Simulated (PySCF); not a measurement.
4-(trifluoromethyl)thiophenol, C7H5F3S.
Structure used (PBE0-D3(BJ)/def2-SVP), in Å, numbered top down from 1:
```
atom  x, y, z in Å
F1    -2.8887   -1.5299   -0.1185
C2    -2.4369   -0.3081   -0.4165
F3    -2.7267   -0.0693   -1.7005
F4    -3.1515    0.5623    0.3090
C5    -0.9656   -0.1762   -0.1518
C6    -0.2388    0.8439   -0.7667
C7     1.1156    1.0020   -0.5015
C8     1.7656    0.1349    0.3871
S9     3.4785    0.2619    0.7764
C10    1.0333   -0.8905    1.0002
C11   -0.3212   -1.0424    0.7312
H12   -0.7346    1.5189   -1.4675
H13    1.6716    1.8033   -0.9935
H14    3.7388    1.3301   -0.0053
H15    1.5291   -1.5766    1.6908
H16   -0.8836   -1.8473    1.2075
```

Theory: PBE0-D3(BJ)/def2-SVP geometry optimisation, gas phase in PySCF.

Masses are those of the commonest isotopes; rigid-rotor values at the optimised geometry. The values belong to one conformer with, in the numbering `[F:1][C:2]([F:3])([F:4])[c:5]1[cH:6][cH:7][c:8]([SH:9])[cH:10][cH:11]1`, C7–C8–S9–H 0°.

Question: What are A, B and C (MHz)?

Answer: Ia = 178.49, Ib = 1122.54, Ic = 1213.39 u·Å²; 505379 MHz·u·Å²/I gives A = 2831, B = 450.2, C = 416.5 MHz.

Question: Classify the top.

Answer: A near-prolate asymmetric top: κ = (2 × 450.2 − 2831 − 416.5)/(2831 − 416.5) = -0.97.

Question: What does the inertial defect say?

Answer: Not planar: Δ = Ic − Ia − Ib = -87.64 u·Å². For a rigid frame Δ = −2 Σ m c², so Σ m c² = 43.82 u·Å² lies off the ab plane: 0.00 from hydrogen and 43.82 from heavier atoms. The atom farthest from that plane is 1.24 Å away.

Question: Where do the levels up to J = 4 lie, in K?

Answer: Above 0(0,0), as E/k:
J = 1: 1(0,1) 0.042, 1(1,1) 0.156, 1(1,0) 0.157
J = 2: 2(0,2) 0.125, 2(1,2) 0.237, 2(1,1) 0.242, 2(2,1) 0.585, 2(2,0) 0.585
J = 3: 3(0,3) 0.249, 3(1,3) 0.360, 3(1,2) 0.370, 3(2,2) 0.710, 3(2,1) 0.710, 3(3,1) 1.285, 3(3,0) 1.285
J = 4: 4(0,4) 0.416, 4(1,4) 0.523, 4(1,3) 0.539, 4(2,3) 0.876, 4(2,2) 0.877, 4(3,2) 1.452, 4(3,1) 1.452, 4(4,1) 2.257, 4(4,0) 2.257

Question: Which lines would a microwave search look for?

Answer: The dipole components are |μa| = 2.26 D, |μb| = 0.89 D, |μc| = 0.06 D. Intensities carry the squares of the components, which stand as 1.00 : 0.16 : 0.00 (a : b : c). Some lines, for components of 0.1 D or more:

```tsv
type	branch	J(Ka,Kc)	MHz	lower level (cm⁻¹)
a	R	1(0,1) ← 0(0,0)	867	0.000
a	R	2(1,2) ← 1(1,1)	1700	0.108
a	R	2(0,2) ← 1(0,1)	1733	0.029
a	R	2(1,1) ← 1(1,0)	1767	0.109
b	Q	1(1,0) ← 1(0,1)	2415	0.029
b	Q	2(1,1) ← 2(0,2)	2449	0.087
b	R	1(1,1) ← 0(0,0)	3248	0.000
b	R	2(1,2) ← 1(0,1)	4081	0.029
b	Q	2(2,0) ← 2(1,1)	7144	0.168
b	Q	2(2,1) ← 2(1,2)	7245	0.165
b	R	2(2,1) ← 1(1,0)	8911	0.109
b	R	2(2,0) ← 1(1,1)	8945	0.108
```

Question: Estimate the classical rotational partition function at 10 K, 25 K and 200 K.

Answer: Point group C1, symmetry number σ = 1; q = (√π/σ)·√((kT/h)³/(ABC)), k/h = 20836.6 MHz/K: 7320 at 10 K, 28900 at 25 K, 654000 at 200 K.

No frequency check. These are rigid-rotor constants of the computed structure; measured ground-state constants (B0) also hold zero-point vibration.
